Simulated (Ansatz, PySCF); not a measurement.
Sn(Cl)2(Me)(OMe) (C2H6Cl2OSn), SMILES C[O][Sn]([CH3])([Cl])[Cl]. Atoms are numbered in the order given.

```xyz
12

C      2.5381    -0.8185    -0.9475
O      1.1790    -1.1475    -1.1591
Sn    -0.2617    -0.2303    -0.1627
C     -2.1629    -1.0051    -0.7669
Cl    -0.0159     2.0847    -0.5758
Cl     0.1898    -0.5376     2.1378
H      2.8574    -1.0072     0.0945
H      2.7557     0.2390    -1.1880
H      3.1488    -1.4521    -1.6118
H     -2.7582    -0.1826    -1.1835
H     -1.9759    -1.7749    -1.5274
H     -2.6582    -1.4378     0.1117
```

The structure is a stationary point at B3LYP-D3(BJ)/def2-SVP. The def2 effective core potentials stand for the cores of Sn; spin–orbit coupling is left out. The values are those of a single conformer.

Two levels are set side by side: PBE-D3(BJ)/def2-SVP (Ansatz, an electronic-structure program) and B3LYP-D3(BJ)/def2-SVP (Ansatz). Each level has its own optimised geometry; the coordinates shown are those of the second. Frequencies come from the Hessian of PySCF at each geometry. Differences are taken from unrounded values.

```csv
quantity,B3LYP-D3(BJ)
mean bond length (Å),1.533
bond C1–O2 (Å),1.414
bond O2–Sn3 (Å),1.977
bond Sn3–C4 (Å),2.140
bond Sn3–Cl5 (Å),2.364
bond Sn3–Cl6 (Å),2.364
bond C1–H7 (Å),1.106
bond C1–H8 (Å),1.106
bond C1–H9 (Å),1.103
bond C4–H10 (Å),1.097
bond C4–H11 (Å),1.098
bond C4–H12 (Å),1.097
highest harmonic wavenumber (cm⁻¹),3188
mean harmonic wavenumber (cm⁻¹),1166
zero-point energy (kcal/mol),50.02
```

Q: What does PBE-D3(BJ) give, and how far is it from B3LYP-D3(BJ)? (An estimate is asked for; the answer gives what the named calculation found.)

A: 
```
quantity                            PBE-D3(BJ)  PBE-D3(BJ) minus B3LYP-D3(BJ)
----------------------------------  ----------  -----------------------------
mean bond length (Å)                     1.542                          0.008
bond C1–O2 (Å)                           1.420                          0.005
bond O2–Sn3 (Å)                          1.996                          0.019
bond Sn3–C4 (Å)                          2.145                          0.005
bond Sn3–Cl5 (Å)                         2.372                          0.008
bond Sn3–Cl6 (Å)                         2.372                          0.008
bond C1–H7 (Å)                           1.115                          0.009
bond C1–H8 (Å)                           1.115                          0.009
bond C1–H9 (Å)                           1.111                          0.008
bond C4–H10 (Å)                          1.105                          0.007
bond C4–H11 (Å)                          1.106                          0.007
bond C4–H12 (Å)                          1.105                          0.007
highest harmonic wavenumber (cm⁻¹)        3138                            -50
mean harmonic wavenumber (cm⁻¹)           1135                            -32
zero-point energy (kcal/mol)             48.67                          -1.35
```

Exact exchange shortens and stiffens bonds; PBE has none. Differences between two approximate levels are no errors against the true value.
